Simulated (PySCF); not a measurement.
C4H5NSi, SMILES C#C[SiH](C#C)N. Atoms are numbered in the order given.

```xyz
11

C      2.6172    -0.3023    -0.7853
C      1.5350    -0.2475    -0.2323
Si    -0.0971    -0.1538     0.6004
N     -0.8024    -1.7237     0.5741
C     -1.0638     1.1558    -0.2674
C     -1.7306     2.0061    -0.8287
H      3.5751    -0.3507    -1.2725
H      0.0505     0.2631     2.0207
H     -0.8591    -2.2222    -0.3075
H     -1.6224    -1.9025     1.1436
H     -2.3152     2.7594    -1.3265
```

Geometry optimised at PBE0-D3(BJ)/def2-SVP. This is a generated structure with no PubChem entry under its InChIKey; it may be hypothetical. Other conformers were not sampled.

Computed with ωB97X/def2-TZVP (PySCF).

Computed frontier levels, gap, dipole moment and polarisability:
```json
{
  "highest_occupied_level": "-10.10 eV",
  "lowest_empty_level": "1.46 eV",
  "orbital_gap": "11.56 eV",
  "dipole_moment": "1.29 D",
  "quadrupole, principal values (traceless, Buckingham form, about the centre of nuclear charge)": "-5.83, -1.78, 7.61 D·Å",
  "mean_static_polarisability": "71.9 bohr³ (10.65 Å³)",
  "polarisability_principal_values": "52.7, 71.8, 91.2 bohr³"
}
```
